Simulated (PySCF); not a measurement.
Atomic charges by several schemes

C6H7F3.
Z-matrix (Å and degrees, GFN2-xTB geometry), rows numbered from 1:
```
F 
C   1  1.3641
C   2  1.5385  1  117.66
F   3  1.3573  2  120.79  1   -83.36
C   3  1.5308  2  102.75  1    49.46
C   5  1.5458  3   98.43  2    45.16
C   6  1.5308  5   98.42  3    -0.02
F   7  1.3573  2  120.74  1    83.40
C   3  1.5375  2   87.11  1   152.43
H   2  1.0893  1  108.08  3  -132.97
H   5  1.0884  3  111.38  2   -73.36
H   5  1.0882  3  111.50  2   164.38
H   6  1.0884  5  112.75  3  -117.52
H   6  1.0882  5  113.32  3   117.80
H   9  1.0858  3  113.65  2    75.98
H   9  1.0853  3  117.33  2  -152.09
```

Density: PBE0/pcSseg-1 (PySCF); schemes: Mulliken, IAO, Hirshfeld and ESP-fitted. Isolated species at its GFN2-xTB geometry, gas phase.

Task: What partial charge does each atom carry?

Result: In e:

| atom | environment | Mulliken | IAO | Hirshfeld | ESP-fitted |
| --- | --- | --- | --- | --- | --- |
| F1 | alkyl fluorine | -0.315 | -0.312 | -0.099 | -0.213 |
| C2 | sp3 C–F carbon | +0.273 | +0.129 | +0.041 | +0.041 |
| C3 | sp3 C–F carbon | +0.073 | +0.301 | +0.094 | +0.367 |
| F4 | alkyl fluorine | -0.292 | -0.297 | -0.110 | -0.259 |
| C5 | ring CH2 carbon | -0.170 | -0.285 | -0.078 | -0.215 |
| C6 | ring CH2 carbon | -0.170 | -0.286 | -0.078 | -0.203 |
| C7 | sp3 C–F carbon | +0.073 | +0.301 | +0.094 | +0.374 |
| F8 | alkyl fluorine | -0.292 | -0.297 | -0.110 | -0.262 |
| C9 | four-membered-ring carbon | -0.137 | -0.313 | -0.092 | -0.417 |
| H10 | methine hydrogen | +0.120 | +0.154 | +0.056 | +0.110 |
| H11 | methylene hydrogen | +0.144 | +0.156 | +0.044 | +0.102 |
| H12 | methylene hydrogen | +0.136 | +0.147 | +0.046 | +0.097 |
| H13 | methylene hydrogen | +0.144 | +0.156 | +0.044 | +0.098 |
| H14 | methylene hydrogen | +0.136 | +0.147 | +0.046 | +0.093 |
| H15 | methylene hydrogen | +0.143 | +0.155 | +0.052 | +0.134 |
| H16 | methylene hydrogen | +0.135 | +0.145 | +0.050 | +0.154 |

Mean size of the charges over all atoms: IAO 0.224 e, ESP-fitted 0.196 e, Mulliken 0.172 e, Hirshfeld 0.071 e. Each set sums to the total charge, 0, to within 0.001 e. The Mulliken scheme gives each basis function's population to the atom it is centred on and halves the overlap population of two atoms between them.

Lowest charge. The schemes don't all agree: Mulliken F1 (-0.315); IAO C9 (-0.313); Hirshfeld F4 and F8 (-0.110); ESP-fitted C9 (-0.417).

Highest charge. The schemes don't all agree: Mulliken C2 (+0.273); IAO C3 and C7 (+0.301); Hirshfeld C3 and C7 (+0.094); ESP-fitted C7 (+0.374).

Task: How many electrons does the Hirshfeld scheme count on C9?

Result: Z − q = 6 − (-0.092) = 6.092.

Task: How closely do the schemes follow one another over all atoms?

Result: Correlation coefficient and root-mean-square difference: IAO with Hirshfeld 0.99, 0.162 e; IAO with ESP-fitted 0.96, 0.064 e; Hirshfeld with ESP-fitted 0.96, 0.155 e; Mulliken with Hirshfeld 0.91, 0.123 e; Mulliken with IAO 0.90, 0.107 e; Mulliken with ESP-fitted 0.77, 0.144 e.

Task: Sum the charges by element.

Result: 
| element | atoms | Mulliken | IAO | Hirshfeld | ESP-fitted |
| --- | --- | --- | --- | --- | --- |
| F | 3 | -0.898 | -0.907 | -0.318 | -0.734 |
| C | 6 | -0.059 | -0.152 | -0.020 | -0.053 |
| H | 7 | +0.958 | +1.059 | +0.338 | +0.788 |
